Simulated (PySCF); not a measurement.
Deuteron quadrupole couplings in `COCc1ccccc1`

Compound: C₈H₁₀O.
Numbering: `[CH3:1][O:2][CH2:3][c:4]1[cH:5][cH:6][cH:7][cH:8][cH:9]1` (hydrogens: H10, H11, H12 on C1; H13, H14 on C3; H15 on C5; H16 on C6; H17 on C7; H18 on C8; H19 on C9)

Geometry (PBE0-D3(BJ)/def2-SVP, Å), atoms numbered from 1 in this order:
```
atom  x, y, z in Å
C1    -3.101   -0.528    1.440
O2    -2.449   -1.581    0.794
C3    -1.685   -1.180   -0.305
C4    -0.450   -0.391    0.062
C5    -0.020    0.687   -0.714
C6     1.143    1.382   -0.384
C7     1.884    1.013    0.736
C8     1.455   -0.056    1.524
C9     0.298   -0.754    1.188
H10   -3.790    0.006    0.755
H11   -2.393    0.213    1.857
H12   -3.689   -0.955    2.264
H13   -1.387   -2.109   -0.818
H14   -2.295   -0.595   -1.024
H15   -0.605    0.989   -1.588
H16    1.467    2.224   -1.002
H17    2.793    1.561    1.000
H18    2.030   -0.348    2.406
H19   -0.047   -1.588    1.803
```

Level: PBE0/pcSseg-1 (PySCF, non-relativistic); Q(2H) = 0.00286 b; rigid geometry, the same for H and D, with no vibrational averaging.

Question: Rank these positions by the coupling χzz of a deuteron there, largest first.
A. H17 (aromatic hydrogen)
B. H12 (methyl hydrogen)
C. H14 (methylene hydrogen)
D. H13 (methylene hydrogen)

Answer: A (205 kHz), B (194 kHz), D (187 kHz), C (180 kHz).

Tabulate Vzz, the asymmetry η and χzz = 234.96 MHz × Q × Vzz for every hydrogen position.

```json
{"atom": "H10", "bonded to": "C1", "bond length (Å)": "1.108", "Vzz (au)": "0.2722", "η": "0.09", "χzz (kHz)": "183"}
{"atom": "H11", "bonded to": "C1", "bond length (Å)": "1.106", "Vzz (au)": "0.2713", "η": "0.08", "χzz (kHz)": "182"}
{"atom": "H12", "bonded to": "C1", "bond length (Å)": "1.099", "Vzz (au)": "0.2886", "η": "0.07", "χzz (kHz)": "194"}
{"atom": "H13", "bonded to": "C3", "bond length (Å)": "1.103", "Vzz (au)": "0.2786", "η": "0.05", "χzz (kHz)": "187"}
{"atom": "H14", "bonded to": "C3", "bond length (Å)": "1.109", "Vzz (au)": "0.2673", "η": "0.08", "χzz (kHz)": "180"}
{"atom": "H15", "bonded to": "C5", "bond length (Å)": "1.094", "Vzz (au)": "0.3015", "η": "0.07", "χzz (kHz)": "203"}
{"atom": "H16", "bonded to": "C6", "bond length (Å)": "1.093", "Vzz (au)": "0.3041", "η": "0.06", "χzz (kHz)": "204"}
{"atom": "H17", "bonded to": "C7", "bond length (Å)": "1.093", "Vzz (au)": "0.3046", "η": "0.07", "χzz (kHz)": "205"}
{"atom": "H18", "bonded to": "C8", "bond length (Å)": "1.093", "Vzz (au)": "0.3038", "η": "0.06", "χzz (kHz)": "204"}
{"atom": "H19", "bonded to": "C9", "bond length (Å)": "1.093", "Vzz (au)": "0.3006", "η": "0.05", "χzz (kHz)": "202"}
```

How does χzz go with the bond length over the 10 C–H bonds?

A straight-line fit has a slope of -14.9 kHz for each 0.01 Å, with a correlation coefficient of -0.99, over lengths from 1.093 to 1.109 Å. The longer bonds have the smaller couplings here.

Isolated species at its PBE0-D3(BJ)/def2-SVP geometry (one conformer only). The small basis limits the accuracy of the gradients.
